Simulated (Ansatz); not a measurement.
```yaml
crystal:
  periodic: [false, false, false]
  atoms:
    - {symbol: V, position_ang: [-0.906591, 0.100414, 0.145917]}
    - {symbol: V, position_ang: [0.906735, -0.100499, -0.145571]}
    - {symbol: O, position_ang: [0.249509, 1.430101, 0.562911]}
    - {symbol: O, position_ang: [-0.249663, -1.430016, -0.563246]}
basis:
  gaussian: {orbitals: cc-pVDZ}
hamiltonian: {xc: {name: wPBEh}}
scf: {omitted_lower_state_checks: [starts]}
output: {forces: true}
```

```sh
$ ansatz run in.yaml --threads 4 --pin off --events-out ev --progress --plain --max-ram 3916MiB
```

Output, abridged:

```
Functional definition: wPBEh
1166 factors; integrals over basis functions are off by at most 5.3e-4 eV
89 factors; integrals over basis functions are off by at most 9.7e-6 eV
mean field evaluation 1: about -55445.6171 eV, gradient 7.3e1 eV
mean field evaluation 2: about -55382.0050 eV, gradient 1.7e2 eV
mean field evaluation 4: about -55455.7441 eV, gradient 1.3e1 eV
mean field evaluation 8: about -55456.0695 eV, gradient 5.6e-1 eV
mean field evaluation 16: about -55456.0872 eV, gradient 2.0e-4 eV
mean field -55456.08724998 eV, -2037.9736169506 hartree, gradient 2.1e-5 eV, S^2 0.000000; 0 other end points of the search recorded, 0 dependent functions left out
reference -55456.08730138 eV, -2037.9736188397 hartree; 31, 31 occupied and 83, 83 virtual orbitals, 1166 factors
Total energy: -55456.08730138 eV, -2037.9736188397 hartree
Atom 0 at    -0.906591     0.100414     0.145917 Å, force    -0.043825     0.004952     0.006108 eV/Å
Atom 1 at     0.906735    -0.100499    -0.145571 Å, force     0.041570    -0.007969    -0.009050 eV/Å
Atom 2 at     0.249509     1.430101     0.562911 Å, force    -0.036838    -0.209741    -0.081582 eV/Å
Atom 3 at    -0.249663    -1.430016    -0.563246 Å, force     0.039094     0.212758     0.084524 eV/Å
Dipole moment:     0.000080     0.000184     0.000024 e Å
Checks for a lower state left out: starts
```

Hardware: 4 threads of Arm Neoverse V2 on a shared host. Wall time 3.7 s.

The restricted singlet is unstable towards broken spin symmetry at other levels; at RKS ωPBEh/cc-pVDZ this wasn't settled.
